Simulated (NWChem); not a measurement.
System: bromine monochloride (BrCl); SMILES BrCl

The following NWChem deck was run.

```
start job
memory heap 200 mb stack 900 mb global 1100 mb
geometry units angstroms noautoz
  Cl     0.000000     0.000000     1.451792
  Br     0.000000     0.000000    -0.712717
end
basis spherical
  * library sto-3g
end
dft
  xc b3lyp
  iterations 150
  mulliken
end
task dft energy
```

Parts of the log:

```
             Northwest Computational Chemistry Package (NWChem) 7.3.0
             --------------------------------------------------------

 ORDER OF PRIMARY AXIS IS BEING SET TO 4
 C4V symmetry detected

                             Geometry "geometry" -> ""
                             -------------------------

 Output coordinates in angstroms (scale by  1.889725989 to convert to a.u.)

  No.       Tag          Charge          X              Y              Z
 ---- ---------------- ---------- -------------- -------------- --------------
    1 Cl                  17.0000     0.00000000     0.00000000     1.45688106
    2 Br                  35.0000     0.00000000     0.00000000    -0.70762794

 Effective nuclear repulsion energy (a.u.)     145.4650745988

      Symmetry information
      --------------------

 Group name             C4v
 Group number             18
 Group order               8
 No. of unique centers     2

                                 NWChem DFT Module
                                 -----------------

 Summary of "ao basis" -> "ao basis" (spherical)
 ------------------------------------------------------------------------------
       Tag                 Description            Shells   Functions and Types
 ---------------- ------------------------------  ------  ---------------------
 Cl                          sto-3g                  5        9   3s2p
 Br                          sto-3g                  8       18   4s3p1d

      Symmetry analysis of basis
      --------------------------

        a1         13
        a2          0
        b1          1
        b2          1
        e          12

            General Information
            -------------------
          SCF calculation type: DFT
          Wavefunction type:  closed shell.
          No. of atoms     :     2
          No. of electrons :    52
           Alpha electrons :    26
            Beta electrons :    26
          Charge           :     0
          Spin multiplicity:     1
          Use of symmetry is: on ; symmetry adaption is: on
          Maximum number of iterations: 150
          AO basis - number of functions:    27
                     number of shells:    13
          Convergence on energy requested:  1.00D-06
          Convergence on density requested:  1.00D-05
          Convergence on gradient requested:  5.00D-04

              XC Information
              --------------
                         B3LYP Method XC Potential
                     Hartree-Fock (Exact) Exchange  0.200
                        Slater Exchange Functional  0.800 local
                    Becke 1988 Exchange Functional  0.720 non-local
              Lee-Yang-Parr Correlation Functional  0.810
                  VWN I RPA Correlation Functional  0.190 local

             Grid Information
             ----------------
          Grid used for XC integration:  medium
          Radial quadrature: Mura-Knowles
          Angular quadrature: Lebedev.
          Tag              B.-S. Rad. Rad. Pts. Rad. Cut. Ang. Pts.
          ---              ---------- --------- --------- ---------
          Cl                  1.00       88           7.0       590
          Br                  1.15      112           7.0       590
          Grid pruning is: on
          Number of quadrature shells:   200
          Spatial weights used:  Erf1

      Superposition of Atomic Density Guess
      -------------------------------------

 Sum of atomic energies:       -2999.19712568

      Non-variational initial energy
      ------------------------------

 Total energy =   -2999.095795
 1-e energy   =   -4482.446776
 2-e energy   =    1337.885907
 HOMO         =      -0.239329
 LUMO         =       0.010130

      Symmetry analysis of molecular orbitals - initial
      -------------------------------------------------

 !! scf_movecs_sym_adapt:    2 vectors were symmetry contaminated

  Symmetry fudging

 !! scf_movecs_sym_adapt:    2 vectors were symmetry contaminated

  Numbering of irreducible representations:

     1 a1          2 a2          3 b1          4 b2          5 e

  Orbital symmetries:

     1 a1          2 a1          3 a1          4 a1          5 e
     6 e           7 a1          8 a1          9 a1         10 e
    11 e          12 a1         13 e          14 e          15 a1
    16 e          17 e          18 b1         19 b2         20 a1
    21 a1         22 a1         23 e          24 e          25 e
    26 e          27 a1

     ---------------------------------------------
      Total Density - Mulliken Population Analysis
     ---------------------------------------------

    Atom       Charge   Shell Charges
 -----------   ------   -------------------------------------------------------
    1 Cl  17    17.19   2.00  2.00  5.99  1.95  5.24
    2 Br  35    34.81   2.00  2.00  6.00  2.00  5.98  1.94  4.88 10.00

   convergence    iter        energy       DeltaE   RMS-Dens  Diis-err
 ---------------- ----- ----------------- --------- --------- ---------
 d= 0,ls=0.0,diis     1  -3001.1421904139 -3.15D+03  1.64D-02  7.77D-02
 d= 0,ls=0.0,diis     2  -3001.1525074935 -1.03D-02  6.17D-03  2.86D-03
 d= 0,ls=0.0,diis     3  -3001.1530478280 -5.40D-04  2.81D-03  1.26D-03
 d= 0,ls=0.0,diis     4  -3001.1534879585 -4.40D-04  2.78D-04  1.37D-05
 d= 0,ls=0.0,diis     5  -3001.1534927554 -4.80D-06  1.06D-06  2.30D-10
 d= 0,ls=0.0,diis     6  -3001.1534927555 -7.09D-11  9.60D-08  1.69D-12

         Total DFT energy =    -3001.153492755457
      One electron energy =    -4479.592595030834
           Coulomb energy =     1453.065214239985
    Exchange-Corr. energy =     -120.091186563430
 Nuclear repulsion energy =      145.465074598821

 Numeric. integr. density =       51.999999639865

                  Occupations of the irreducible representations
                  ----------------------------------------------

[...]
```

Level: B3LYP/STO-3G. Coordinates come from a PBE0/def2-SVP optimisation.
